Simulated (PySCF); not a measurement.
Compound: C₆H₉F.
SMILES with atom numbers: `[CH2:1]=[C:2]=[CH:3][CH2:4][C@H:5]([CH3:6])[F:7]` (hydrogens: H8, H9 on C1; H10 on C3; H11, H12 on C4; H13 on C5; H14, H15, H16 on C6)

Cartesian coordinates in Å at the PBE0-D3(BJ)/def2-SVP level; atoms count from 1:
```
atom  x, y, z in Å
C1     3.2472    0.0434   -0.0692
C2     2.0012    0.4064    0.0922
C3     0.7551    0.7725    0.2701
C4    -0.2297    0.0561    1.1509
C5    -1.2562   -0.7577    0.3713
C6    -2.1421    0.0561   -0.5415
F7    -2.0550   -1.4124    1.2922
H8     4.0429    0.4352    0.5738
H9     3.5362   -0.6638   -0.8546
H10    0.4011    1.6571   -0.2763
H11   -0.7765    0.7851    1.7732
H12    0.2964   -0.6271    1.8337
H13   -0.7264   -1.5329   -0.2121
H14   -2.9021   -0.5900   -1.0035
H15   -1.5547    0.5245   -1.3447
H16   -2.6580    0.8471    0.0249
```

Theory: PBE0-D3(BJ)/def2-SVP geometry optimisation, gas phase in PySCF.

Take the most abundant isotopes and a rigid rotor. The values belong to one conformer with, in the numbering `[CH2:1]=[C:2]=[CH:3][CH2:4][C@H:5]([CH3:6])[F:7]`, C2–C3–C4–C5 -105°, C3–C4–C5–C6 -62°.

Question: What are A, B and C (GHz)?

Answer: Ia = 83.30, Ib = 431.22, Ic = 466.07 u·Å²; 505379 MHz·u·Å²/I gives 6067, 1172 and 1084 MHz, that is A = 6.0667, B = 1.1720, C = 1.0843 GHz.

Question: Classify the top.

Answer: A near-prolate asymmetric top. Ray's parameter κ = (2B − A − C)/(A − C) = -0.965; −1 is the prolate and +1 the oblate limit.

Question: Is it planar, by Δ = Ic − Ia − Ib?

Answer: Not planar: Δ = Ic − Ia − Ib = -48.45 u·Å². For a rigid frame Δ = −2 Σ m c², so Σ m c² = 24.23 u·Å² lies off the ab plane: 10.03 from hydrogen and 14.20 from heavier atoms. The atom farthest from that plane is 1.70 Å away.

Question: Give the other two planar moments, Paa and Pbb, and the rms extents of the mass along the axes.

Answer: Paa = Σ m a² = (Ib + Ic − Ia)/2 = 406.99 and Pbb = Σ m b² = (Ia + Ic − Ib)/2 = 59.08 u·Å². With the mass M = 100.07 u, the rms extents √(P/M) along a, b and c are 2.02, 0.77, 0.49 Å.

Question: Which types of transition are allowed, and where do some lines up to J = 4 fall?

Answer: The dipole components are |μa| = 1.11 D, |μb| = 1.13 D, |μc| = 0.17 D. The squared components, which scale the intensities, stand as 0.97 : 1.00 : 0.02 (a : b : c). Some lines, for components of 0.1 D or more:

| type | branch | J(Ka,Kc) | MHz | lower level (cm⁻¹) |
| --- | --- | --- | --- | --- |
| a | Q | 3(1,2) ← 3(1,3) | 526 | 0.608 |
| a | R | 2(0,2) ← 1(0,1) | 4511 | 0.075 |
| c | Q | 4(1,4) ← 4(0,4) | 4515 | 0.752 |
| c | Q | 1(1,1) ← 1(0,1) | 4895 | 0.075 |
| b | Q | 2(1,1) ← 2(0,2) | 5071 | 0.226 |
| a | R | 4(1,3) ← 3(1,2) | 9198 | 0.625 |
| c | R | 3(1,2) ← 2(0,2) | 11971 | 0.226 |
| b | R | 4(1,4) ← 3(0,3) | 13528 | 0.451 |
| c | R | 4(1,3) ← 3(0,3) | 14405 | 0.451 |
| c | Q | 3(2,2) ← 3(1,2) | 14553 | 0.625 |
| b | Q | 3(2,1) ← 3(1,2) | 14559 | 0.625 |
| c | R | 2(2,0) ← 1(1,0) | 19286 | 0.241 |
| c | R | 2(2,1) ← 1(1,1) | 19372 | 0.239 |
| c | R | 3(2,2) ← 2(1,2) | 21716 | 0.386 |
| b | R | 3(2,1) ← 2(1,2) | 21722 | 0.386 |
| b | R | 4(2,3) ← 3(1,2) | 23578 | 0.625 |
| c | R | 4(2,2) ← 3(1,2) | 23595 | 0.625 |
| b | Q | 4(3,1) ← 4(2,2) | 24679 | 1.412 |
| c | Q | 3(3,1) ← 3(2,1) | 24687 | 1.111 |
| b | R | 3(3,1) ← 2(2,0) | 31461 | 0.885 |
| c | R | 3(3,1) ← 2(2,1) | 31462 | 0.885 |
| b | R | 3(3,0) ← 2(2,1) | 31462 | 0.885 |
| b | R | 4(3,2) ← 3(2,1) | 33715 | 1.111 |
| c | R | 4(3,1) ← 3(2,1) | 33715 | 1.111 |
| c | R | 4(3,2) ← 3(2,2) | 33721 | 1.111 |
| b | Q | 4(4,0) ← 4(3,1) | 34567 | 2.235 |
| b | Q | 4(4,1) ← 4(3,2) | 34568 | 2.235 |
| c | R | 4(4,1) ← 3(3,1) | 43595 | 1.934 |

Question: Estimate the classical rotational partition function at 100 K, 200 K and 298.15 K.

Answer: Point group C1, symmetry number σ = 1; q = (√π/σ)·√((kT/h)³/(ABC)), k/h = 20836.6 MHz/K: 60700 at 100 K, 172000 at 200 K, 313000 at 298.15 K.

No frequency check. These are rigid-rotor constants of the computed structure; measured ground-state constants (B0) also hold zero-point vibration. A rigid rotor knows nothing of internal rotation, which can split or shift real lines.
